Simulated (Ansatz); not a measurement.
Geometry optimisation, RKS B3LYP-D4/def2-SVP (Ansatz 0.2.0).

Input file:

```yaml
crystal:
  periodic: [false, false, false]
  atoms:
    - { symbol: Ge, position_ang: [0.0, 0.0, 0.0] }
    - { symbol: Cl, position_ang: [0.0, 0.0, 2.57] }
    - { symbol: H, position_ang: [1.4616, 0.0, -0.5162] }
    - { symbol: F, position_ang: [-0.7913, 1.3709, -0.5594] }
    - { symbol: H, position_ang: [-0.73, -1.2648, -0.5162] }
    - { symbol: O, position_ang: [-1.9644, 0.0063, 0.6527] }
    - { symbol: H, position_ang: [-2.5113, -0.6223, 0.0819] }
    - { symbol: H, position_ang: [-1.4056, 0.0045, 1.8227] }
basis:
  gaussian: { orbitals: def2-SVP }
hamiltonian:
  xc: b3lyp
  dispersion: d4
relax:
  f_tol: 0.15
  max_steps: 25
  restrain:
    - { distance: [0, 5], at: 1.77, k: 30.0 }
    - { distance: [7, 1], at: 1.37, k: 30.0 }
    - { distance: [0, 1], at: 3.42, k: 30.0 }
    - { distance: [7, 5], at: 2.21, k: 30.0 }
```

Launched with:

```bash
$ ansatz run input.yaml --threads 2 --pin off --max-ram 3072MiB --backend cpu --events-out ev --progress --plain --runs-dir out
```

Problem. Where does it end, and by what steps?

Solution. The run converged. The restraints hold the end off the free minimum; the threshold counts their pulls, which the force column leaves out. Restrained pairs: Ge1–O6 (2.07 → 1.78 Å), Cl2–H8 (1.59 → 1.33 Å), Ge1–Cl2 (2.57 → 3.42 Å), O6–H8 (1.30 → 2.20 Å). After 13 steps the energy has fallen by 2.679 eV (the restraints' own energy left out); F4 moved furthest, 1.48 Å.

```tsv
step	energy less start (eV)	largest force component (eV/Å)	accepted
0	0.0000	3.156	yes
1	0.3976	3.190	yes
2	0.3445	3.122	yes
3	-0.5938	1.530	yes
4	-1.3286	1.241	yes
5	-1.8174	1.218	yes
6	-2.2008	1.198	yes
7	-2.4282	1.110	yes
8	-2.5076	1.019	yes
9	-2.5478	0.957	yes
10	-2.5499	1.322	yes
11	-2.6005	1.145	yes
12	-2.6599	0.935	yes
13	-2.6794	0.882	yes
```

```xyz
8
Properties=species:S:1:pos:R:3
Ge -0.387 0.106 -0.375
Cl 0.134 -0.903 2.855
H 0.705 0.954 0.267
F -0.752 0.812 -1.934
H -0.115 -1.381 -0.655
O -1.859 0.329 0.597
H -2.648 -0.111 0.249
H -1.019 -0.312 2.531
```

The run took 21 s on 2 threads of Intel(R) Xeon(R) 6975P-C (Granite Rapids), on a shared host, peak memory 0.24 GiB.
